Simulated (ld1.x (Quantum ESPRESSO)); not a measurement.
Cutoff test, F (Z = 9), RRKJ

```
Element                 : fluorine (F)
Generator               : ld1.x (Quantum ESPRESSO) 7.5
Type                    : norm-conserving RRKJ (Kleinman–Bylander form)
Functional              : LDA (PZ)
Relativity              : scalar-relativistic
Frozen core             : [He]
Valence charge          : 7
Reference configuration : 2s2 2p5
Partial waves           : 2p (bound): rc 1.70 bohr; 2s (bound): rc 0.75 bohr
Local potential         : the s channel
Core correction         : a·sin(br)/r model core inside 0.70 bohr
rho0                    : 0.02
```

The pseudo-atom Hamiltonian at the reference potential is diagonalised in spherical Bessel functions j_l(qr) that vanish at 20 bohr, with q² up to the cutoff. All-electron valence levels (Ry): 2p -0.8301, 2s -2.1790.

How do the lowest levels (Ry) of each channel move with the cutoff, and are there ghosts?

```json
{"cutoff (Ry)": "8", "p #1": "-0.0320", "s #1": "-1.8819", "d #1": "0.0809", "d #2": "0.1943", "f #1": "0.1213", "Σ f·Δε (mRy)": "4584.7"}
{"cutoff (Ry)": "15", "p #1": "-0.2947", "s #1": "-1.9475", "d #1": "0.0809", "d #2": "0.1943", "f #1": "0.1213", "Σ f·Δε (mRy)": "3140.1"}
{"cutoff (Ry)": "21", "p #1": "-0.5257", "s #1": "-1.9539", "d #1": "0.0809", "d #2": "0.1943", "f #1": "0.1213", "Σ f·Δε (mRy)": "1972.6"}
{"cutoff (Ry)": "35", "p #1": "-0.8112", "s #1": "-2.0231", "d #1": "0.0809", "d #2": "0.1943", "f #1": "0.1213", "Σ f·Δε (mRy)": "406.4"}
{"cutoff (Ry)": "45", "p #1": "-0.8292", "s #1": "-2.0796", "d #1": "0.0809", "d #2": "0.1943", "f #1": "0.1213", "Σ f·Δε (mRy)": "203.5"}
{"cutoff (Ry)": "60", "p #1": "-0.8299", "s #1": "-2.1388", "d #1": "0.0809", "d #2": "0.1943", "f #1": "0.1213", "Σ f·Δε (mRy)": "81.4"}
{"cutoff (Ry)": "90", "p #1": "-0.8301", "s #1": "-2.1721", "d #1": "0.0809", "d #2": "0.1943", "f #1": "0.1213", "Σ f·Δε (mRy)": "13.9"}
{"cutoff (Ry)": "110", "p #1": "-0.8301", "s #1": "-2.1742", "d #1": "0.0809", "d #2": "0.1943", "f #1": "0.1213", "Σ f·Δε (mRy)": "9.7"}
{"cutoff (Ry)": "160", "p #1": "-0.8301", "s #1": "-2.1754", "d #1": "0.0809", "d #2": "0.1943", "f #1": "0.1213", "Σ f·Δε (mRy)": "7.2"}
{"cutoff (Ry)": "200", "p #1": "-0.8301", "s #1": "-2.1777", "d #1": "0.0809", "d #2": "0.1943", "f #1": "0.1213", "Σ f·Δε (mRy)": "2.5"}
{"cutoff (Ry)": "300", "p #1": "-0.8301", "s #1": "-2.1789", "d #1": "0.0809", "d #2": "0.1943", "f #1": "0.1213", "Σ f·Δε (mRy)": "0.2"}
{"cutoff (Ry)": "400", "p #1": "-0.8301", "s #1": "-2.1790", "d #1": "0.0809", "d #2": "0.1943", "f #1": "0.1213", "Σ f·Δε (mRy)": "0.0"}
```

Result: no extra level below or beside the all-electron valence levels (p, s, d, f tested); 10 mRy is reached at 110 Ry and 1 mRy at 230 Ry.

Its largest configuration-test error is +6422 meV.
